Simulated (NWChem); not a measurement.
System: C2H7FSi; SMILES FC[SiH2]C

NWChem input:

```
start job
memory heap 200 mb stack 900 mb global 1100 mb
geometry units angstroms noautoz
  C     -1.012204     1.563646     0.125163
  Si     0.616685     0.652696    -0.141205
  C      0.409882    -1.162301     0.429523
  F     -0.669456    -1.724920    -0.262481
  H     -1.241048     1.663344     1.205450
  H     -0.994545     2.577522    -0.321425
  H     -1.831667     0.985982    -0.348270
  H      0.987094     0.650158    -1.600265
  H      1.745325     1.273721     0.644241
  H      0.206595    -1.219015     1.524382
  H      1.324798    -1.767492     0.235286
end
basis spherical
  * library def2-svp
end
dft
  xc xpbe96 cpbe96
  iterations 150
  mulliken
end
task dft energy
```

Geometry: optimised at PBE-D3(BJ)/def2-SVP.

Give the results of this calculation. (PBE/def2-SVP.) Quantities: basis functions; energy (Ha); highest occupied level (eV); orbital gap (eV); dipole (D).

number of basis functions: 95
energy (Ha): -469.16
highest occupied level (eV): -6.75
orbital gap (eV): 7.17
dipole (D): 1.24
